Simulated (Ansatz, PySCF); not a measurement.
System: SiS, charge 0, singlet. SiS (sulfanylidenesilicon, SMILES [Si]=S).
B3LYP-D3(BJ)/def2-TZVP minimum from Ansatz (an electronic-structure program):
```
Si
S 1 1.9380
```

Property: enthalpy of formation at 298 K (by atomisation, with ideal-gas terms from PySCF's Hessian at B3LYP-D3(BJ)/def2-TZVP and the atoms' measured values of the G2/97 table; no spin-orbit terms), in kcal/mol. Open shells are spin-unrestricted; no spin-orbit coupling. Correlated methods leave the cores frozen. Rows without X2C or -DK are non-relativistic. CBS(X,Y): correlation extrapolated as X^-3, Hartree-Fock from the larger set (Q,5: extrapolated as (X+1)exp(-9√X)). A bracket is a step between two methods taken in the basis named. The functionals are non-relativistic, so their misses hold any scalar relativity. '+ core + X2C': CCSD(T) terms for core correlation (cc-pwCVTZ, 1s frozen past Ne) and scalar relativity (cc-pVTZ-DK). The T1 diagnostic of SSi ([Si]=S, singlet) reaches 0.025 in the sets run.

| level | program | enthalpy of formation at 298 K (kcal/mol) | difference against the last row |
|---|---|---|---|
| HF/cc-pV(T+d)Z | Ansatz | 83.8 | 57.9 |
| HF/cc-pV(5+d)Z | Ansatz | 83.5 | 57.6 |
| r2SCAN/def2-TZVPD | Ansatz | 28.0 | 2.1 |
| r2SCANh/def2-TZVPD | Ansatz | 30.6 | 4.7 |
| wB97M-V/def2-TZVPD | Ansatz | 24.5 | -1.4 |
| CCSD/CBS(cc-pV(T+d)Z,cc-pV(Q+d)Z) | Ansatz | 34.0 | 8.1 |
| CCSD/CBS(cc-pV(Q+d)Z,cc-pV(5+d)Z) | Ansatz | 34.0 | 8.1 |
| CCSDT(Q)/cc-pV(5+d)Z | Ansatz | 27.9 | 2.0 |
| CCSDTQ/cc-pV(D+d)Z | Ansatz | 43.4 | 17.5 |
| CCSD(T)/CBS(cc-pV(Q+d)Z,cc-pV(5+d)Z) + [CCSDT(Q) - CCSD(T)]/cc-pV(5+d)Z + core + X2C | Ansatz | 25.8 | -0.1 |
| CCSD(T)/CBS(cc-pV(Q+d)Z,cc-pV(5+d)Z) + [CCSDT(Q) - CCSD(T)]/cc-pV(5+d)Z + [CCSDTQ - CCSDT(Q)]/cc-pV(D+d)Z + core + X2C | Ansatz | 25.9 | 0.0 |
